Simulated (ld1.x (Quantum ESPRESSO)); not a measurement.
The numbers below are computed, except where a source is named.
Potentials for beryllium compared

Generated with ld1.x 7.5 (TM, RRKJ, ultrasoft, PAW), atompaw 4.2 or ONCVPSP 4.0.1. The cutoff is in Ry: for ld1.x and atompaw files where the sum of valence levels is converged to 10 mRy in a Bessel basis, for ONCV files where the hardest occupied wave has 1 mHa per electron of residual kinetic energy. The error is the largest all-electron minus pseudo excitation energy over each file’s own four to seven test configurations (ionisations up to +4, promotions, holes and added fractions of an electron), all of which were solved. The labels leave out finer settings (local radius, basis sizes, second energies), which also bear on the numbers. Spin-polarised tests are not counted. The rows are a selection from randomly drawn settings: files with unsolved tests, undetermined cutoffs or missed reference levels are left out.

```csv
potential,cutoff (Ry),largest error (meV),bound ghosts
"RRKJ, PBE, scalar-relativistic, rc 2.15/4.20 (sp), local p, core correction yes, reference 2s1.5 2p0",12,-119,none
"TM, Wu–Cohen, scalar-relativistic, rc 1.40/4.20 (sp), local s, core correction yes, reference 2s2 2p0",10,-185,none
"RRKJ, LDA (PZ), scalar-relativistic, rc 2.30/2.70/2.45 (spd), local smoothed, core correction yes, reference 2s2 2p0",10,-22,none
"TM, LDA (PZ), scalar-relativistic, rc 1.60/4.20 (sp), local smoothed, core correction no, reference 2s2 2p0",10,-146,none
"RRKJ, LDA (PZ), scalar-relativistic, rc 2.25/3.65 (sp), local s, core correction yes, reference 2s2 2p0",8,-145,none
```

Task: Fill in the row for Be: RRKJ, Wu–Cohen, scalar-relativistic, rc 1.55/4.20/3.55 (spd), local s, core correction no, reference 2s2 2p0.

Result: cutoff 10 Ry, largest error -202 meV, bound ghosts: none.
